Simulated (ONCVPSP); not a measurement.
**Cutoff test, fluorine, ONCV**

* Element: fluorine (F)
* Generator: ONCVPSP 4.0.1
* Type: optimised norm-conserving Vanderbilt (ONCV)
* Functional: BLYP
* Relativity: scalar-relativistic
* Frozen core: [He]
* Valence charge: 7
* Reference configuration: 2s2 2p5
* Partial waves: 2s: rc 0.50 bohr, ncon 3, nbas 7, qcut 14.7 1/bohr, 3 projectors, debl 0.8 Ha; 2p: rc 0.95 bohr, ncon 4, nbas 7, qcut 12.5 1/bohr, 2 projectors, debl 2.1 Ha
* Local potential: polynomial inside 0.30 bohr (lpopt 5, dvloc0 0 Ha)
* Core correction: none

In the s channel the program set the typed energies aside and used -1.094, 0.250, 1.050 Ha.

Problem. For each optimised wave give the share of its norm inside rc, the residual kinetic energy above qcut (Ha) and the cutoffs (Ha) for errors of 10, 1, 0.1 and 0.01 mHa per electron.

Solution.

```
         wave  norm inside rc  residual KE  10 mHa  1 mHa  0.1 mHa     0.01 mHa
           2s           0.094      1.2e-03    37.3  117.7    768.0  not reached
s projector 2           0.011      2.0e-04    21.9   43.2    304.9        822.3
s projector 3           0.011      2.9e-04    25.1   49.1    345.6        861.3
           2p           0.492      3.4e-05    47.5   61.5     73.1        140.2
p projector 2           0.149      5.1e-05    47.1   62.7     75.2        111.0
```

The occupied waves need 118 Ha and 768 Ha for 1 and 0.1 mHa. Note: ghosts flagged at negative energy: s at -687.6 eV; GHOST(+) flagged for s at 444.9 eV. A true bound ghost makes a file unfit for plane-wave use.
